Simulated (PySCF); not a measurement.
C₂H₇ClOSi₂, SMILES O[SiH2]/C(Cl)=C/[SiH3]. Coordinates come from a PBE-D3(BJ)/def2-SVP optimisation. The structure was generated by enumeration; whether it is a known compound was not checked. One conformer was computed; it need not be the lowest.

Computed equilibrium geometry at PBE-D3(BJ)/def2-SVP (PySCF confirms it by a frequency run) as Cartesian coordinates in Å (one conformer of several):
```xyz
13

O     -2.7107     1.1335     0.3242
Si    -2.0325    -0.3294    -0.1397
C     -0.1446    -0.1997    -0.1188
Cl     0.4433     0.4073     1.4485
C      0.7367    -0.4982    -1.0967
Si     2.6139    -0.3475    -0.9627
H     -2.2945     1.5159     1.1185
H     -2.4186    -1.4550     0.7833
H     -2.4878    -0.6046    -1.5390
H      0.2898    -0.8541    -2.0438
H      3.2199    -0.8032    -2.2604
H      3.0128     1.0796    -0.7062
H      3.1353    -1.2067     0.1558
```
Charge 0, spin multiplicity 1.
